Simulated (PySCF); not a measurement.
Telling isomers of C₃H₃F₃O apart by NMR

Single conformer, one averaged value for each set of equivalent atoms, non-relativistic, in vacuum. PBE0/pcSseg-1 with gauge-including orbitals; GFN2-xTB geometry; PySCF 2.14.

References, each an isolated molecule treated in the same way: TMS for 1H and 13C. Splittings of carbon signals by F and P are missing where no couplings were computed. Where no couplings were computed, multiplicities follow the n + 1 count of equivalent neighbours, and m marks all less simple cases (inequivalent or close neighbours, rings, F or P nearby). Shifts are as computed. Against solution values, carbons near 30 ppm lie about +3 ppm off and those near 130 ppm about +5 ppm. Of 1313 compounds with measured shifts, 239 miss one by over three times the rms of a fit or turn the order of signals round; such compounds aren't used in these exercises.

(1) Tabulate the signals of `C=C(F)OC(F)F`, `FC(F)[C@]1(F)CO1` and their relative energies.

(2) What is the quickest way to tell C=C(F)OC(F)F from FC(F)[C@]1(F)CO1?

## Answers

(1) 
```tsv
SMILES	carbon types	δC	δH	E rel. (kcal/mol)
C=C(F)OC(F)F	1×C 1×CH 1×CH2	167.9, 120.1, 75.2	7.00 (m, 1H), 4.27 (m, 1H), 4.24 (m, 1H)	0.0
FC(F)[C@]1(F)CO1	1×C 1×CH 1×CH2	117.4, 93.2, 46.3	6.51 (m, 1H), 3.07 (m, 1H), 2.89 (m, 1H)	9.6
```

Energies are electronic energies at PBE0/pcSseg-1 on these geometries, without zero-point or thermal terms, each for the one conformer computed, which needn't be the lowest.

(2) Both give the same number of carbon signals, with the same numbers of each carbon type, so the positions decide. The first has an alkene carbon bearing oxygen (C) at 167.9 ppm, the second an epoxide ring carbon (C) at 93.2 ppm. Their most deshielded carbons lie at 167.9 and 117.4 ppm. In the proton spectra the most deshielded non-exchanging signals are 7.00 (m, 1H) and 6.51 (m, 1H).
